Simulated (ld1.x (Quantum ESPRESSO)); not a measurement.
**Plane-wave convergence, PAW potential for Au**

* Element: Au
* Generator: ld1.x (Quantum ESPRESSO) 7.5
* Type: PAW
* Functional: PBE
* Relativity: scalar-relativistic
* Frozen core: [Xe] 4f14
* Valence charge: 11
* Reference configuration: 5d10 6s1 6p0
* Partial waves: 6s (bound): rcut 1.85, rcutus 2.45 bohr; 6s channel at 1.95 Ry: rcut 1.85, rcutus 2.45 bohr; 6p (bound, empty): rcut 3.20, rcutus 4.00 bohr; 6p channel at 3.1 Ry: rcut 3.20, rcutus 4.00 bohr; 5d (bound): rcut 1.75, rcutus 2.20 bohr; 5d channel at 0.2 Ry: rcut 1.75, rcutus 2.20 bohr
* Local potential: all-electron potential smoothed inside 3.75 bohr (lloc = -1)
* Core correction: a·sin(br)/r model core, default radius (ld1.x builds one for every PAW set, though the input has nlcc=.false.)
* Augmentation charge: BESSEL, radius 1.30 bohr

The pseudo-atom Hamiltonian at the reference potential is diagonalised in spherical Bessel functions j_l(qr) that vanish at 20 bohr, with q² up to the cutoff. All-electron valence levels (Ry): 6s -0.4235, 6p -0.0566, 5d -0.5054.

Task: How do the lowest levels (Ry) of each channel move with the cutoff, and are there ghosts?

Result:

| cutoff (Ry) | s #1 | p #1 | d #1 | d #2 | f #1 | Σ f·Δε (mRy) |
| --- | --- | --- | --- | --- | --- | --- |
| 8 | -0.4234 | -0.0566 | -0.1989 | 0.0702 | 0.1148 | 3065.3 |
| 12 | -0.4235 | -0.0566 | -0.4183 | 0.0686 | 0.1148 | 871.3 |
| 15 | -0.4235 | -0.0566 | -0.4706 | 0.0684 | 0.1148 | 348.8 |
| 21 | -0.4235 | -0.0566 | -0.5044 | 0.0682 | 0.1148 | 10.5 |
| 25 | -0.4235 | -0.0566 | -0.5049 | 0.0681 | 0.1148 | 5.6 |
| 35 | -0.4235 | -0.0566 | -0.5053 | 0.0681 | 0.1148 | 1.5 |
| 40 | -0.4235 | -0.0566 | -0.5054 | 0.0681 | 0.1148 | 0.6 |
| 50 | -0.4235 | -0.0566 | -0.5054 | 0.0681 | 0.1148 | 0.4 |
| 400 | -0.4235 | -0.0566 | -0.5055 | 0.0681 | 0.1148 | 0.0 |

Result: no extra level below or beside the all-electron valence levels (s, p, d, f tested); 10 mRy is reached at 25 Ry and 1 mRy at 40 Ry.
